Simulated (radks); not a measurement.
All-electron atom: the tin ion Sn3+ in [Kr] 4d10 5s1 (the NIST ground configuration).

All-electron calculation, Dirac Kohn-Sham, LDA (Slater exchange, Perdew-Wang correlation), spin-unpolarised, spherical densities, point nucleus. Program: a radial shooting solver on a logarithmic mesh with Libxc functionals.

Energy parts (eV):
total: -167941.104
kinetic: 176797.387
electron-nucleus: -406426.994
Hartree: 66015.329
exchange-correlation: -4326.827

Orbitals (lengths in bohr, moments of r in powers of bohr; r(max) is where P^2 peaks):
1s1/2: occ. 2; eigenvalue (eV) -28991.24; <r> 0.02908; <r^2> 0.001145; <1/r> 53.04; r(max) 0.01879
2s1/2: occ. 2; eigenvalue (eV) -4401.579; <r> 0.1252; <r^2> 0.01854; <1/r> 12.30; r(max) 0.1063
2p1/2: occ. 2; eigenvalue (eV) -4115.680; <r> 0.1058; <r^2> 0.01377; <1/r> 12.29; r(max) 0.08180
2p3/2: occ. 4; eigenvalue (eV) -3885.363; <r> 0.1112; <r^2> 0.01508; <1/r> 11.44; r(max) 0.08633
3s1/2: occ. 2; eigenvalue (eV) -872.9532; <r> 0.3396; <r^2> 0.1320; <1/r> 4.344; r(max) 0.3081
3p1/2: occ. 2; eigenvalue (eV) -756.6360; <r> 0.3303; <r^2> 0.1268; <1/r> 4.256; r(max) 0.2943
3p3/2: occ. 4; eigenvalue (eV) -714.5862; <r> 0.3415; <r^2> 0.1354; <1/r> 4.049; r(max) 0.3046
3d3/2: occ. 4; eigenvalue (eV) -508.1979; <r> 0.3127; <r^2> 0.1162; <1/r> 3.897; r(max) 0.2491
3d5/2: occ. 6; eigenvalue (eV) -499.5083; <r> 0.3163; <r^2> 0.1187; <1/r> 3.844; r(max) 0.2520
4s1/2: occ. 2; eigenvalue (eV) -163.2383; <r> 0.8180; <r^2> 0.7577; <1/r> 1.711; r(max) 0.7452
4p1/2: occ. 2; eigenvalue (eV) -124.4612; <r> 0.8642; <r^2> 0.8540; <1/r> 1.595; r(max) 0.7708
4p3/2: occ. 4; eigenvalue (eV) -116.7932; <r> 0.8942; <r^2> 0.9142; <1/r> 1.527; r(max) 0.7958
4d3/2: occ. 4; eigenvalue (eV) -55.9072; <r> 1.075; <r^2> 1.364; <1/r> 1.242; r(max) 0.8797
4d5/2: occ. 6; eigenvalue (eV) -54.8361; <r> 1.088; <r^2> 1.398; <1/r> 1.225; r(max) 0.8894
5s1/2: occ. 1; eigenvalue (eV) -36.4467; <r> 2.107; <r^2> 4.973; <1/r> 0.6161; r(max) 1.889
5p1/2: occ. 0; eigenvalue (eV) -27.7773; <r> 2.409; <r^2> 6.521; <1/r> 0.5337; r(max) 2.141
5p3/2: occ. 0; eigenvalue (eV) -26.8677; <r> 2.479; <r^2> 6.898; <1/r> 0.5171; r(max) 2.210
5d3/2: occ. 0; eigenvalue (eV) -15.5590; <r> 3.425; <r^2> 13.23; <1/r> 0.3748; r(max) 3.051
5d5/2: occ. 0; eigenvalue (eV) -15.4523; <r> 3.449; <r^2> 13.42; <1/r> 0.3725; r(max) 3.076
6s1/2: occ. 0; eigenvalue (eV) -14.6998; <r> 4.415; <r^2> 21.75; <1/r> 0.2969; r(max) 4.239
4f5/2: occ. 0; eigenvalue (eV) -10.0603; <r> 3.914; <r^2> 17.97; <1/r> 0.3164; r(max) 3.394
4f7/2: occ. 0; eigenvalue (eV) -10.0565; <r> 3.918; <r^2> 18.00; <1/r> 0.3160; r(max) 3.396

The highest occupied level is 5s1/2 at -36.447 eV. The density falls to 0.001 e/bohr^3 at r = 3.31 bohr. For comparison, the ionisation energy in NIST's Atomic Spectra Database is 40.74 eV (measured). In exact Kohn-Sham theory the highest level is minus the ionisation energy, but local and semilocal functionals leave it too shallow, through self-interaction and a potential that decays too fast; potentials with the right tail come closer. Summed over all electrons, <r^2> = 28.06 bohr^2, which gives a Langevin (diamagnetic) susceptibility term of -22.2 x 10^-6 cm^3/mol.

Beside tabulated values, note that spin-unpolarised runs miss the spin-polarisation part of the exchange energy of open shells.
